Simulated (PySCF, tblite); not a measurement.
Compound: C3H8OSSi.
SMILES with atom numbers: `[SiH3:1][O:2][C@@H:3]1[CH2:4][CH2:5][S:6]1` (hydrogens: H7, H8, H9 on Si1; H10 on C3; H11, H12 on C4; H13, H14 on C5)

Cartesian coordinates in Å at the GFN2-xTB level; atoms count from 1:
```
atom  x, y, z in Å
Si1   -2.4734    0.7152    0.3806
O2    -1.1650   -0.2121    0.0792
C3     0.1226    0.1495   -0.1643
C4     1.1282   -1.0007   -0.0446
C5     2.1023   -0.2977    0.8986
S6     0.9668    1.1131    1.1753
H7    -2.7376    1.5984   -0.7585
H8    -2.2620    1.5265    1.5768
H9    -3.4392   -0.3591    0.5346
H10    0.2012    0.7212   -1.0967
H11    0.6438   -1.8554    0.4268
H12    1.5601   -1.3160   -0.9938
H13    2.3315   -0.8257    1.8205
H14    3.0199    0.0424    0.4234
```

The calculation used B3LYP/def2-SVPD in PySCF (dipole) on a GFN2-xTB geometry, gas phase.

Take the most abundant isotopes and a rigid rotor. The values belong to one conformer with, in the numbering `[SiH3:1][O:2][C@@H:3]1[CH2:4][CH2:5][S:6]1`, Si1–O2–C3–C4 165°, O2–C3–C4–C5 -129°, C3–C4–C5–S6 9°, C4–C5–S6–C3 -8°, O2–C3–S6–C5 126°.

Q: What are A, B and C (MHz)?

A: Ia = 95.78, Ib = 353.79, Ic = 423.11 u·Å²; 505379 MHz·u·Å²/I gives A = 5277, B = 1428, C = 1194 MHz.

Q: Classify the top.

A: An asymmetric top: κ = (2 × 1428 − 5277 − 1194)/(5277 − 1194) = -0.89.

Q: Is it planar, by Δ = Ic − Ia − Ib?

A: Not planar: Δ = Ic − Ia − Ib = -26.46 u·Å². For a rigid frame Δ = −2 Σ m c², so Σ m c² = 13.23 u·Å² lies off the ab plane: 8.77 from hydrogen and 4.47 from heavier atoms. The atom farthest from that plane is 1.60 Å away.

Q: Give the other two planar moments, Paa and Pbb, and the rms extents of the mass along the axes.

A: Paa = Σ m a² = (Ib + Ic − Ia)/2 = 340.56 and Pbb = Σ m b² = (Ia + Ic − Ib)/2 = 82.55 u·Å². With the mass M = 120.01 u, the rms extents √(P/M) along a, b and c are 1.68, 0.83, 0.33 Å.

Q: Which types of transition are allowed, and where do some lines up to J = 5 fall?

A: The dipole components are |μa| = 0.44 D, |μb| = 1.23 D, |μc| = 0.41 D. The squared components, which scale the intensities, stand as 0.13 : 1.00 : 0.11 (a : b : c). Some lines, for components of 0.1 D or more:

```csv
type,branch,"J(Ka,Kc)",MHz,lower level (cm⁻¹)
a,Q,"3(1,2) ← 3(1,3)",1404,0.634
c,Q,"4(1,4) ← 4(0,4)",2923,0.870
a,Q,"5(1,4) ← 5(1,5)",3502,1.384
b,Q,"2(1,1) ← 2(0,2)",4327,0.262
b,R,"1(1,1) ← 0(0,0)",6471,0.000
c,R,"1(1,0) ← 0(0,0)",6705,0.000
a,R,"3(0,3) ← 2(0,2)",7827,0.262
a,R,"3(2,2) ← 2(2,1)",7869,0.792
a,R,"3(1,2) ← 2(1,1)",8213,0.406
c,R,"2(1,1) ← 1(0,1)",9562,0.087
a,R,"4(2,2) ← 3(2,1)",10586,1.056
c,Q,"4(2,3) ← 4(1,3)",10745,1.045
b,R,"3(1,3) ← 2(0,2)",11136,0.262
b,Q,"2(2,0) ← 2(1,1)",11555,0.406
a,R,"5(0,5) ← 4(0,4)",12913,0.870
a,R,"5(4,1) ← 4(4,0)",13138,2.991
a,R,"5(1,4) ← 4(1,3)",13651,1.045
c,R,"5(1,4) ← 4(0,4)",18912,0.870
c,Q,"3(3,1) ← 3(2,1)",19780,1.056
c,R,"5(2,3) ← 4(1,3)",24192,1.045
c,R,"5(2,4) ← 4(1,4)",26175,0.967
c,R,"3(3,0) ← 2(2,0)",27691,0.792
c,R,"3(3,1) ← 2(2,1)",27701,0.792
b,R,"3(3,0) ← 2(2,1)",27701,0.792
b,Q,"4(4,0) ← 4(3,1)",27736,2.066
```

Q: Estimate the classical rotational partition function at 100 K, 200 K and 298.15 K.

A: Point group C1, symmetry number σ = 1; q = (√π/σ)·√((kT/h)³/(ABC)), k/h = 20836.6 MHz/K: 56200 at 100 K, 159000 at 200 K, 289000 at 298.15 K.

Its GFN2-xTB frequencies are all real (lowest 43 cm⁻¹). Constants of a rigid frame at the computed geometry: no zero-point averaging, no centrifugal distortion. A rigid rotor knows nothing of internal rotation, which can split or shift real lines.
